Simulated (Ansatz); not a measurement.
Basis-set series for `C=NC[SiH2]C`. The species carries charge 0 and has multiplicity 1. All single points use the PBE0-D4/def2-TZVP geometry. It is one conformer, not always the lowest.

```xyz
14

C    -1.220    0.961   -1.964
N    -1.105    0.109   -1.044
C     0.123   -0.628   -0.935
Si    1.051   -0.078    0.624
C    -0.004   -0.292    2.147
H    -0.437    1.148   -2.713
H    -2.135    1.547   -2.036
H     0.779   -0.524   -1.814
H    -0.111   -1.691   -0.810
H     2.297   -0.891    0.719
H     1.439    1.350    0.449
H    -0.252   -1.345    2.303
H     0.513    0.071    3.038
H    -0.938    0.263    2.036
```

```tsv
functional	basis	functions	energy (Eh)	HOMO (eV)	LUMO (eV)
PBE0-D4	def2-SVP	119	-463.41029	-7.22	-0.16
PBE0-D4	def2-TZVPP	292	-463.70613	-7.38	-0.40
ωB97M-V	def2-SVP	119	-463.61239	-9.59	2.11
ωB97M-V	def2-TZVPP	292	-463.92016	-9.78	1.72
```

(1) Give the rows for def2-QZVPP. (An estimate is asked.)

Results:

(1) The calculation gave: 
```json
{"functional": "PBE0-D4", "basis": "def2-QZVPP", "functions": "568", "energy (Eh)": "-463.72597", "HOMO (eV)": "-7.41", "LUMO (eV)": "-0.49"}
{"functional": "ωB97M-V", "basis": "def2-QZVPP", "functions": "568", "energy (Eh)": "-463.93897", "HOMO (eV)": "-9.80", "LUMO (eV)": "1.48"}
```

Positive LUMOs are unbound and depend on the basis.

All numbers were calculated with Ansatz.
